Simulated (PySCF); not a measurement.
This PySCF input asks for the NMR shieldings of `CC[C@@]12CO[C@@H](C1)[C@@H]2F`, C₇H₁₁FO; the geometry comes from GFN2-xTB.

```python
import basis_set_exchange as bse
import numpy as np
from pyscf import gto, dft
from pyscf.prop import nmr

atoms = """
C     2.154400   -0.481240   -0.857943
C     1.394818    0.591716   -0.084060
C    -0.040385    0.201908    0.179858
C    -0.353782   -1.022817    1.052772
O    -1.785234   -0.995231    1.053078
C    -2.056521    0.120385    0.228757
C    -1.082829    1.192722    0.753268
C    -1.072375   -0.035014   -0.943997
F    -1.046063   -1.232038   -1.604821
H     3.164688   -0.143151   -1.074436
H     1.651802   -0.697909   -1.797088
H     2.215385   -1.400396   -0.281439
H     1.887877    0.782328    0.872547
H     1.400434    1.524640   -0.654009
H    -0.006730   -1.962049    0.615367
H     0.023071   -0.928472    2.075053
H    -3.124600    0.261839    0.108855
H    -1.128282    2.138294    0.222743
H    -1.078699    1.342775    1.828879
H    -1.122123    0.752388   -1.696419
"""
names = dict.fromkeys(["C", "O", "F", "H"], "pcSseg-1")
basis = {el: gto.basis.parse(bse.get_basis(n, elements=[el], fmt="nwchem")) for el, n in names.items()}
mol = gto.M(atom=atoms, basis=basis, charge=0, verbose=0)
mf = dft.RKS(mol, xc="PBE0")
mf.grids.level = 2
mf.grids.alignment = dft.numint.BLKSIZE   # the property module wants whole blocks of grid points
mf.conv_tol = 1e-9
mf.kernel()

calc = nmr.RKS(mf)   # GIAO
C = mf.mo_coeff
Co = C[:, mf.mo_occ > 0]
resp = mf.gen_response(singlet=True, hermi=2)
def vind(x):   # induced exchange potential for any number of trial vectors
    d = np.einsum("pi,xij,qj->xpq", C, 2 * x.reshape(-1, C.shape[1], Co.shape[1]), Co, optimize=True)
    return np.einsum("xpq,pi,qj->xij", resp(d - d.transpose(0, 2, 1)), C, Co, optimize=True).ravel()
mo1, _ = nmr.rhf.solve_mo1(calc, with_cphf=vind)
sigma = calc.kernel(mo1)
for i, s in enumerate(sigma):   # ppm
    print("%2d %-2s %9.2f" % (i, mol.atom_pure_symbol(i), np.trace(s) / 3))
```

**Question.** Give the expected output.

**Answer.** 
```
 0 C     174.85
 1 C     158.94
 2 C     129.88
 3 C     117.38
 4 O     296.63
 5 C     105.90
 6 C     152.46
 7 C      95.15
 8 F     372.88
 9 H      30.66
10 H      30.46
11 H      30.68
12 H      29.96
13 H      29.95
14 H      27.43
15 H      28.18
16 H      27.37
17 H      31.09
18 H      30.47
19 H      27.62
```

These numbers come from an equivalent density-fitted implementation of the same equations, which agrees with the script to about 0.01 ppm for H and up to a few tenths of a ppm for heavy atoms, so last digits may differ.

**Question.** Turn these shieldings into chemical shifts. Chemical shifts δ = σref − σ; ¹³C (σref 186.93), ¹H (σref 31.72) vs TMS; ¹⁷O (σref 336.08) against H2O; ¹⁹F (σref 170.95) vs CFCl3, all at this level.

**Answer.** Averaging equivalent atoms: C 7: 91.8; C 5: 81.0; C 3: 69.5; C 2: 57.0; C 6: 34.5; C 1: 28.0; C 0: 12.1; O 4: 39.4; F 8: -201.9; H 16: 4.35; H 14: 4.29; H 19: 4.10; H 15: 3.54; H 13: 1.76; H 12: 1.76; H 18: 1.25; H 9/10/11: 1.12; H 17: 0.62 ppm. Unscaled 19F shifts against computed CFCl3 carry errors that often reach 10 to 50 ppm. Experimental scales use liquid or dissolved standards, which lie at an offset from isolated H2O (liquid H2O: subtract about 36 ppm).

Size and cost of the density-fitted run: 208 basis functions, 87 s wall time on 1 thread of an Arm Neoverse N1, shared host; peak memory 0.92 GiB.
